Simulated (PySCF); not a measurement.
Can point charges reproduce the dipole moment of ethyl propanoate, `CCOC(=O)CC`?

Coordinates (PBE0-D3(BJ)/def2-TZVP, Å) and charges (e) from the PBE0/pcSseg-2 density (PySCF):

```json
{"atom": "C1", "x": "-2.690", "y": "0.453", "z": "-0.027", "Mulliken": "-0.0572", "IAO": "-0.4447", "Hirshfeld": "-0.1299", "ESP-fitted": "-0.4024"}
{"atom": "C2", "x": "-1.741", "y": "-0.294", "z": "-0.931", "Mulliken": "+0.1570", "IAO": "-0.0627", "Hirshfeld": "-0.0008", "ESP-fitted": "+0.3563"}
{"atom": "O3", "x": "-0.456", "y": "0.337", "z": "-0.977", "Mulliken": "-0.3866", "IAO": "-0.3587", "Hirshfeld": "-0.1073", "ESP-fitted": "-0.5395"}
{"atom": "C4", "x": "0.404", "y": "0.015", "z": "0.000", "Mulliken": "+0.4526", "IAO": "+0.5343", "Hirshfeld": "+0.2129", "ESP-fitted": "+0.7513"}
{"atom": "O5", "x": "0.157", "y": "-0.768", "z": "0.878", "Mulliken": "-0.4331", "IAO": "-0.4808", "Hirshfeld": "-0.2489", "ESP-fitted": "-0.5335"}
{"atom": "C6", "x": "1.702", "y": "0.757", "z": "-0.163", "Mulliken": "-0.0507", "IAO": "-0.3154", "Hirshfeld": "-0.0817", "ESP-fitted": "-0.0723"}
{"atom": "C7", "x": "2.705", "y": "0.443", "z": "0.926", "Mulliken": "-0.0301", "IAO": "-0.4300", "Hirshfeld": "-0.1256", "ESP-fitted": "-0.3139"}
{"atom": "H8", "x": "-2.798", "y": "1.491", "z": "-0.349", "Mulliken": "+0.0270", "IAO": "+0.1487", "Hirshfeld": "+0.0449", "ESP-fitted": "+0.1214"}
{"atom": "H9", "x": "-2.333", "y": "0.437", "z": "1.003", "Mulliken": "+0.0446", "IAO": "+0.1597", "Hirshfeld": "+0.0455", "ESP-fitted": "+0.1241"}
{"atom": "H10", "x": "-3.676", "y": "-0.018", "z": "-0.053", "Mulliken": "+0.0306", "IAO": "+0.1533", "Hirshfeld": "+0.0523", "ESP-fitted": "+0.0923"}
{"atom": "H11", "x": "-1.617", "y": "-1.327", "z": "-0.601", "Mulliken": "+0.0366", "IAO": "+0.1541", "Hirshfeld": "+0.0434", "ESP-fitted": "+0.0043"}
{"atom": "H12", "x": "-2.088", "y": "-0.287", "z": "-1.965", "Mulliken": "+0.0400", "IAO": "+0.1547", "Hirshfeld": "+0.0501", "ESP-fitted": "+0.0246"}
{"atom": "H13", "x": "2.094", "y": "0.514", "z": "-1.156", "Mulliken": "+0.0388", "IAO": "+0.1662", "Hirshfeld": "+0.0550", "ESP-fitted": "+0.0566"}
{"atom": "H14", "x": "1.465", "y": "1.825", "z": "-0.200", "Mulliken": "+0.0397", "IAO": "+0.1656", "Hirshfeld": "+0.0545", "ESP-fitted": "+0.0629"}
{"atom": "H15", "x": "2.308", "y": "0.700", "z": "1.909", "Mulliken": "+0.0310", "IAO": "+0.1542", "Hirshfeld": "+0.0449", "ESP-fitted": "+0.0852"}
{"atom": "H16", "x": "3.627", "y": "1.005", "z": "0.769", "Mulliken": "+0.0280", "IAO": "+0.1463", "Hirshfeld": "+0.0454", "ESP-fitted": "+0.0956"}
{"atom": "H17", "x": "2.947", "y": "-0.620", "z": "0.941", "Mulliken": "+0.0318", "IAO": "+0.1549", "Hirshfeld": "+0.0452", "ESP-fitted": "+0.0871"}
```

Problem. Form Σ q r in debye for every column and set it beside the full dipole.

Solution. The full density gives (-0.28, 1.09, -1.34) D, 1.74 D in size; dipole vectors point from the negative to the positive end.

| scheme | μx | μy | μz | size (D) | share of the full size (%) | angle to the full dipole (°) |
| --- | --- | --- | --- | --- | --- | --- |
| Mulliken | -0.12 | 0.99 | -0.84 | 1.31 | 75 | 11 |
| IAO | -0.39 | 1.11 | -1.52 | 1.92 | 110 | 4 |
| Hirshfeld | -0.16 | 0.83 | -1.06 | 1.36 | 78 | 2 |
| ESP-fitted | -0.29 | 1.08 | -1.32 | 1.73 | 99 | 1 |

Problem. Which set comes closest?

Solution. Length of the difference vector: ESP-fitted 0.02 D, IAO 0.22 D, Hirshfeld 0.39 D, Mulliken 0.53 D. Closest: ESP-fitted. ESP charges are fitted to the potential around the molecule, whose slowest-falling term is the dipole's. 

Problem. What is left for the Hirshfeld atoms' own dipoles?

Solution. The Hirshfeld atoms' densities add up to the full density, so μ = Σ q r + Σ (atomic dipoles). The atomic dipoles sum to (-0.28, 1.09, -1.34) − (-0.16, 0.83, -1.06) = (-0.12, 0.26, -0.28) D, 0.39 D in size.

Problem. With the origin at the mean of the coordinates, (0.001, 0.274, 0.000) Å, which are the largest single terms, by size, of the Hirshfeld dipole along the direction of the full one?

Solution. O5 +1.61, C7 +0.62, O3 -0.44, H17 -0.38, H12 +0.36 D; all 17 atoms together +1.36 D. The single terms depend on the origin, their sum doesn't.

Problem. Give the size of the full dipole in other units.

Solution. 1.74 D = 0.686 au = 0.363 e·Å = 5.82 × 10⁻³⁰ C·m.

Isolated species at its PBE0-D3(BJ)/def2-TZVP geometry (one conformer only).

Shape of the structure used: `[CH3:1][CH2:2][O:3][C:4](=[O:5])[CH2:6][CH3:7]`: C1–C2–O3–C4 85°, C2–O3–C4–O5 1°, O3–C4–C6–C7 179°.
